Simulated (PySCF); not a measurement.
# Spinor energies of W (tungsten, neutral)

Start: [Xe] 4f14 5d4 6s1 6p1; 5d5/2 filled at m_j = -1/2, +1/2, +3/2, +5/2; 6s1/2 filled at m_j = +1/2; 6p3/2 filled at m_j = +3/2. Calculated with PySCF 2.14 in x2c-SVPall-2c with one added diffuse shell each of s, d type (8s9p10d2f, 99 functions): generalised Hartree-Fock with the X2C-1e Hamiltonian and a Gaussian nucleus; one run each with spin-orbit coupling (SO) switched off, then screened by Boettger's factors. This is a chosen level, not necessarily the ground level.

```
spinor shell  electrons  ε, spin-free (eV)  ε, screened SO (eV)  weight of nominal j (screened SO)  rms radius, screened SO (bohr)
       1s1/2          2           -69898.5             -69877.2                              1.000                          0.0208
       2s1/2          2           -12208.0             -12201.3                              1.000                          0.0838
       2p1/2          2           -10681.0             -11647.9                              1.000                          0.0713
       2p3/2          4           -10681.0             -10288.7                              1.000                          0.0787
       3s1/2          2            -2875.6              -2873.4                              1.000                           0.214
       3p1/2          2            -2415.5              -2627.1                              1.000                           0.206
       3p3/2          4            -2415.5              -2328.2                              1.000                           0.221
       3d3/2          4            -1880.1              -1917.7                              1.000                           0.195
       3d5/2          6            -1880.1              -1853.3                              1.000                           0.199
       4s1/2          2            -627.32              -626.69                              1.000                           0.478
       4p1/2          2            -473.65              -523.09                              1.000                           0.487
       4p3/2          4            -473.65              -453.15                              1.000                           0.519
       4d3/2          4            -274.93              -282.58                              0.999                           0.544
       4d5/2          6            -274.93              -269.36                              1.000                           0.556
       5s1/2          2            -95.683              -95.633                              1.000                            1.15
       5p1/2          2            -54.609              -62.144                              0.936                            1.32
       5p3/2          4            -54.609              -51.345                              0.952                            1.35
       4f5/2          6            -52.026              -53.076                              0.985                           0.669
       4f7/2          8            -52.026              -50.854                              0.983                           0.677
       5d5/2          4            -12.002              -11.935                              0.606                            2.17
       6s1/2          1            -10.485              -10.472                              0.998                            3.40
       6p3/2          1             -4.830               -4.715                              1.000                            4.64
```

```
   quantity     spin-free   screened SO
E (hartree)  -16129.76294  -16148.65230
        M_J             6             6
       ⟨J²⟩        42.014        42.026
       ⟨L²⟩        12.012        12.580
       ⟨S²⟩        12.002        11.768
```

Each row is a mean over spinors that exchange with the open shell spreads, by up to 6.810 eV (5p3/2).

Rows whose weight is well below 1 are mixtures of j = l ± 1/2: exchange outweighs spin-orbit coupling there, and the label is only the starting occupation.

Breit and QED terms are absent; they matter most for the inner s and p1/2 levels.

Densities and radii are taken from the X2C orbitals without a picture-change correction, which distorts them close to the nucleus.

Without spin-orbit coupling the j labels of p, d and f shells carry no meaning; the spin-free column gives the mean over the occupied spinors of each nl shell.
